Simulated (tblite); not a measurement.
Record of a relaxation.

Species: C5H14AsGa.
Atom-mapped SMILES: `[CH3:1][CH2:2][C:3]([CH3:4])([CH3:5])[GaH:6][AsH2:7]` (hydrogens: H8, H9, H10 on C1; H11, H12 on C2; H13, H14, H15 on C4; H16, H17, H18 on C5; H19 on Ga6; H20, H21 on As7)

Computed with GFN2-xTB (tblite), gas phase: L-BFGS steps from a force-field or distance-geometry start until the largest atomic force falls under 0.01 eV/Å. 8 of its 196 geometries are shown.

Step 0: E = -580.1445 eV, largest atomic force 2.730 eV/Å
```
atom  x, y, z in Å  |  force x, y, z in eV/Å
C1     -2.200   -1.168   -0.234   -2.337  -1.408   0.102
C2     -1.132   -0.704    0.682    1.076  -1.163   1.699
C3     -0.245    0.392    0.183   -0.566   0.618  -0.257
C4     -0.960    1.681   -0.165   -0.290   0.795   0.499
C5      0.846    0.766    1.158    0.939  -0.005  -0.450
Ga6     0.961   -0.452   -1.252    1.340  -0.869   0.215
As7     3.441   -0.627   -0.313   -1.028  -0.431   0.424
H8     -1.954   -1.063   -1.298   -0.063   0.143   0.268
H9     -2.345   -2.270   -0.024    0.051   0.959  -0.493
H10    -3.219   -0.739    0.015    1.157  -0.023  -0.621
H11    -1.542   -0.533    1.716    0.261   0.221  -0.765
H12    -0.450   -1.604    0.814   -0.256   0.747   0.011
H13    -1.288    2.119    0.826    0.152   0.047  -1.173
H14    -0.262    2.368   -0.696   -0.339  -0.182   0.558
H15    -1.835    1.585   -0.815    0.074  -0.287   0.204
H16     1.389   -0.137    1.529   -0.512   0.596   0.114
H17     0.475    1.422    1.952    0.258  -0.319   0.034
H18     1.588    1.320    0.520   -0.347   0.059   0.929
H19     0.766   -2.113   -1.073   -0.345  -0.173  -0.384
H20     4.425   -1.126   -1.385   -0.047   1.044  -0.080
H21     3.531    0.900    0.013    0.823  -0.367  -0.834
```

Step 28: E = -581.7728 eV, largest atomic force 0.193 eV/Å
```
atom  x, y, z in Å  |  force x, y, z in eV/Å
C1     -2.136   -1.118   -0.208    0.055   0.009   0.055
C2     -1.074   -0.716    0.818   -0.048  -0.009   0.033
C3     -0.102    0.354    0.285   -0.014  -0.148  -0.029
C4     -0.912    1.522   -0.274    0.061  -0.030  -0.005
C5      0.774    0.864    1.437   -0.051  -0.032  -0.053
Ga6     1.265   -0.759   -0.859   -0.102  -0.078  -0.085
As7     3.655   -0.785   -0.332   -0.018  -0.071   0.139
H8     -1.696   -1.121   -1.210   -0.017  -0.063   0.056
H9     -2.521   -2.114   -0.001   -0.005  -0.011   0.055
H10    -2.976   -0.425   -0.192    0.049  -0.036  -0.038
H11    -1.551   -0.340    1.728   -0.113  -0.063   0.029
H12    -0.495   -1.611    1.099    0.037   0.011   0.013
H13    -1.466    1.986    0.544   -0.066   0.121  -0.053
H14    -0.270    2.271   -0.734    0.109   0.079   0.045
H15    -1.622    1.181   -1.023    0.041   0.066  -0.049
H16     1.334    0.038    1.896   -0.084   0.026   0.020
H17     0.158    1.343    2.201    0.114  -0.006   0.054
H18     1.505    1.594    1.072   -0.061   0.017   0.006
H19     0.645   -1.961   -1.814    0.000   0.057  -0.030
H20     3.928   -0.891   -1.800    0.032  -0.012  -0.147
H21     3.549    0.703   -0.479    0.083   0.174  -0.015
```

Step 56: E = -581.9098 eV, largest atomic force 0.083 eV/Å
```
atom  x, y, z in Å  |  force x, y, z in eV/Å
C1     -2.129   -1.249   -0.106    0.021  -0.018   0.017
C2     -1.196   -0.677    0.954    0.032   0.055   0.031
C3     -0.118    0.268    0.405    0.051   0.048  -0.023
C4     -0.744    1.450   -0.344    0.003   0.019   0.012
C5      0.697    0.802    1.589    0.026  -0.019  -0.010
Ga6     1.252   -0.684   -0.872   -0.018   0.020   0.011
As7     3.687   -0.715   -0.532    0.007  -0.067  -0.026
H8     -1.554   -1.658   -0.939    0.068  -0.027  -0.036
H9     -2.731   -2.045    0.325   -0.040  -0.036  -0.022
H10    -2.801   -0.487   -0.490    0.009   0.036  -0.024
H11    -1.796   -0.139    1.696   -0.037  -0.010   0.074
H12    -0.690   -1.506    1.469   -0.039   0.027   0.008
H13    -1.549    1.903    0.238   -0.030   0.004  -0.024
H14     0.016    2.217   -0.526   -0.018  -0.035  -0.014
H15    -1.137    1.135   -1.314   -0.047  -0.021   0.044
H16     1.231   -0.013    2.090   -0.014  -0.027   0.007
H17     0.052    1.286    2.327    0.044   0.016  -0.021
H18     1.441    1.532    1.252   -0.020  -0.025  -0.007
H19     0.647   -1.276   -2.285   -0.020   0.005  -0.047
H20     3.796   -0.902   -2.029    0.021   0.003   0.053
H21     3.617    0.775   -0.751    0.001   0.052  -0.004
```

Step 84: E = -581.9362 eV, largest atomic force 0.030 eV/Å
```
atom  x, y, z in Å  |  force x, y, z in eV/Å
C1     -2.076   -1.310   -0.107    0.011   0.020   0.009
C2     -1.230   -0.655    0.980    0.015   0.017  -0.016
C3     -0.141    0.266    0.414   -0.005   0.024  -0.004
C4     -0.771    1.458   -0.313   -0.010   0.019  -0.007
C5      0.739    0.775    1.560   -0.014  -0.004   0.003
Ga6     1.190   -0.637   -0.937   -0.003   0.006   0.007
As7     3.607   -0.721   -0.469   -0.002  -0.007  -0.004
H8     -1.426   -1.803   -0.839    0.003  -0.013   0.027
H9     -2.748   -2.052    0.320    0.018  -0.014   0.003
H10    -2.677   -0.570   -0.628   -0.010   0.001  -0.007
H11    -1.882   -0.085    1.653    0.000  -0.006  -0.014
H12    -0.749   -1.439    1.578    0.009  -0.010  -0.006
H13    -1.530    1.946    0.302   -0.022  -0.001   0.000
H14    -0.002    2.197   -0.555    0.025   0.001  -0.010
H15    -1.230    1.138   -1.250   -0.020   0.009   0.006
H16     1.205   -0.065    2.086    0.003  -0.002  -0.002
H17     0.165    1.355    2.285    0.001  -0.010   0.006
H18     1.540    1.414    1.169   -0.011   0.001   0.022
H19     0.581   -1.016   -2.426    0.007   0.002  -0.002
H20     3.831   -0.950   -1.941    0.016  -0.008  -0.010
H21     3.594    0.770   -0.730   -0.011  -0.024  -0.002
```

Step 111: E = -581.9458 eV, largest atomic force 0.042 eV/Å
```
atom  x, y, z in Å  |  force x, y, z in eV/Å
C1     -1.995   -1.382   -0.116    0.013   0.017  -0.003
C2     -1.220   -0.631    0.960   -0.003   0.019  -0.008
C3     -0.157    0.321    0.395   -0.012   0.004   0.016
C4     -0.813    1.530   -0.282    0.000  -0.006   0.007
C5      0.726    0.800    1.552   -0.010   0.007  -0.009
Ga6     1.153   -0.565   -0.990   -0.011  -0.027   0.030
As7     3.539   -0.858   -0.453   -0.008   0.005  -0.011
H8     -1.300   -1.919   -0.773    0.015  -0.012   0.014
H9     -2.672   -2.104    0.336   -0.011  -0.011  -0.014
H10    -2.579   -0.698   -0.726   -0.015   0.006  -0.003
H11    -1.923   -0.063    1.581   -0.010  -0.018   0.008
H12    -0.722   -1.360    1.610   -0.003  -0.007  -0.016
H13    -1.504    2.041    0.393    0.009  -0.015  -0.006
H14    -0.041    2.242   -0.589   -0.026   0.013  -0.013
H15    -1.363    1.225   -1.175    0.032   0.000   0.022
H16     1.245   -0.048    2.013    0.005   0.007  -0.015
H17     0.136    1.296    2.325    0.018   0.004   0.004
H18     1.483    1.506    1.196    0.002   0.013  -0.012
H19     0.536   -0.862   -2.495    0.016   0.018   0.011
H20     3.812   -1.087   -1.918   -0.001   0.000  -0.004
H21     3.649    0.633   -0.691    0.000  -0.017   0.002
```

Step 139: E = -581.9518 eV, largest atomic force 0.031 eV/Å
```
atom  x, y, z in Å  |  force x, y, z in eV/Å
C1     -1.915   -1.420   -0.128    0.024   0.011   0.016
C2     -1.205   -0.622    0.958    0.004   0.019  -0.013
C3     -0.168    0.366    0.404   -0.018  -0.010   0.001
C4     -0.862    1.558   -0.263    0.000  -0.007  -0.003
C5      0.716    0.856    1.556   -0.025  -0.005  -0.010
Ga6     1.135   -0.514   -0.989   -0.012   0.013   0.018
As7     3.483   -1.036   -0.469   -0.006   0.015  -0.008
H8     -1.181   -1.996   -0.706    0.003   0.000  -0.025
H9     -2.626   -2.117    0.310   -0.022  -0.020   0.003
H10    -2.451   -0.764   -0.809   -0.005  -0.001  -0.013
H11    -1.952   -0.081    1.551    0.005   0.013   0.014
H12    -0.696   -1.323    1.629    0.015  -0.006   0.011
H13    -1.560    2.050    0.418   -0.001  -0.020  -0.004
H14    -0.119    2.294   -0.582    0.015   0.004   0.004
H15    -1.408    1.235   -1.151   -0.004   0.010   0.011
H16     1.313    0.026    1.954    0.010   0.005   0.007
H17     0.123    1.268    2.374   -0.001   0.010   0.006
H18     1.405    1.631    1.209    0.004   0.000  -0.006
H19     0.535   -0.630   -2.520   -0.001  -0.006  -0.013
H20     3.709   -1.215   -1.950    0.014  -0.007  -0.007
H21     3.715    0.451   -0.641   -0.001  -0.019   0.011
```

Step 167: E = -581.9543 eV, largest atomic force 0.028 eV/Å
```
atom  x, y, z in Å  |  force x, y, z in eV/Å
C1     -1.901   -1.413   -0.129    0.004   0.009   0.004
C2     -1.167   -0.633    0.956    0.004   0.015  -0.001
C3     -0.165    0.386    0.395    0.008   0.009   0.004
C4     -0.897    1.560   -0.261   -0.004  -0.011  -0.002
C5      0.710    0.902    1.543    0.011  -0.004   0.007
Ga6     1.134   -0.495   -1.005   -0.009   0.002   0.001
As7     3.445   -1.154   -0.479    0.010   0.001   0.010
H8     -1.177   -1.955   -0.751   -0.002  -0.005  -0.017
H9     -2.585   -2.137    0.310    0.006  -0.021   0.017
H10    -2.476   -0.750   -0.770    0.003   0.017  -0.009
H11    -1.901   -0.120    1.588   -0.001   0.004   0.013
H12    -0.622   -1.343    1.590   -0.003  -0.008   0.003
H13    -1.643    1.987    0.413   -0.004   0.014  -0.007
H14    -0.184    2.344   -0.528    0.004  -0.002  -0.002
H15    -1.396    1.240   -1.177   -0.010  -0.003  -0.003
H16     1.319    0.089    1.956    0.002  -0.012  -0.010
H17     0.111    1.319    2.355   -0.004  -0.006  -0.021
H18     1.391    1.681    1.186   -0.013  -0.004   0.001
H19     0.539   -0.579   -2.543   -0.003   0.008   0.009
H20     3.711   -1.241   -1.962   -0.005   0.006   0.002
H21     3.746    0.328   -0.534    0.003  -0.006   0.002
```

Step 195: E = -581.9578 eV, largest atomic force 0.010 eV/Å
```
atom  x, y, z in Å  |  force x, y, z in eV/Å
C1     -1.914   -1.386   -0.113   -0.007  -0.002   0.000
C2     -1.109   -0.652    0.953    0.001   0.001  -0.001
C3     -0.158    0.404    0.371    0.003   0.003   0.001
C4     -0.939    1.542   -0.287    0.000   0.002   0.001
C5      0.712    0.952    1.508    0.002   0.001   0.000
Ga6     1.143   -0.465   -1.031    0.004  -0.002   0.001
As7     3.380   -1.309   -0.451    0.004   0.001  -0.002
H8     -1.239   -1.793   -0.877   -0.003  -0.002   0.004
H9     -2.472   -2.212    0.325   -0.003   0.001   0.000
H10    -2.619   -0.718   -0.601    0.000   0.000  -0.002
H11    -1.797   -0.182    1.666   -0.007   0.003   0.001
H12    -0.510   -1.385    1.509    0.009  -0.001  -0.004
H13    -1.695    1.952    0.386   -0.003  -0.002   0.004
H14    -0.256    2.348   -0.570    0.003  -0.001   0.001
H15    -1.432    1.193   -1.196   -0.004  -0.001   0.002
H16     1.361    0.161    1.904   -0.003   0.002  -0.004
H17     0.106    1.334    2.332    0.002  -0.002  -0.004
H18     1.350    1.763    1.147   -0.003  -0.001   0.000
H19     0.590   -0.431   -2.587    0.004   0.000  -0.001
H20     3.733   -1.246   -1.916    0.000   0.001   0.003
H21     3.759    0.149   -0.319    0.001  -0.002   0.001
```

Problem. Summarise the path.

Solution. The energy falls by 1.8134 eV from step 0 to step 195; nine tenths of that is first reached at step 29. It falls at every step. The largest force goes from 2.730 to 0.010 eV/Å. Among the bonds Ga6–As7 changes most, from 2.658 to 2.461 Å; the atoms move by 0.773 Å rms after alignment.

What follows is the cost of the whole relaxation. The run took 3.0 s on Arm Neoverse N1, one thread, no GPU (shared host).
